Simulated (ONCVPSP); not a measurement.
Configuration tests for magnesium (ONCV)

Mg (Z = 12), optimised norm-conserving Vanderbilt (ONCV), made with ONCVPSP 4.0.1 (PBE, non-relativistic). Core [He], reference 2s2 2p6 (charge +2). Waves: 2s: rc 1.00 bohr, ncon 4, nbas 8, qcut 13.5 1/bohr, 2 projectors, debl 3.7 Ha; 2p: rc 1.20 bohr, ncon 3, nbas 8, qcut 9.5 1/bohr, 1 projector. Local part: polynomial inside 0.65 bohr (lpopt 5, dvloc0 1 Ha). Core correction: Teter function, fcfact 2.25, rcfact 1.55.

Energies are relative to the spin-unpolarised reference configuration 2s2 2p6; without spin polarisation the order of configurations can differ from experiment.

```json
{"valence configuration": "2s2 2p6 3s2", "charge": "0", "ΔE all-electron (eV)": "-22.949", "error AE − PS (meV)": "-2.9"}
{"valence configuration": "2s2 2p6 3s1.5", "charge": "+0.5", "ΔE all-electron (eV)": "-19.810", "error AE − PS (meV)": "-2.2"}
{"valence configuration": "2s1 2p6 3s2", "charge": "+1", "ΔE all-electron (eV)": "68.211", "error AE − PS (meV)": "-408"}
```

What are ΔE and the potential's error for 2s2 2p6 3s1?

ΔE = -15.001 eV all-electron; the error (AE − PS) is -1.3 meV.

Levels in the configuration 2s2 2p6 3s1.5:

```json
{"level": "2s", "all-electron (eV)": "-83.807", "pseudo (eV)": "-83.749"}
{"level": "2p", "all-electron (eV)": "-50.908", "pseudo (eV)": "-50.891"}
{"level": "3s", "all-electron (eV)": "-7.908", "pseudo (eV)": "-7.907"}
```
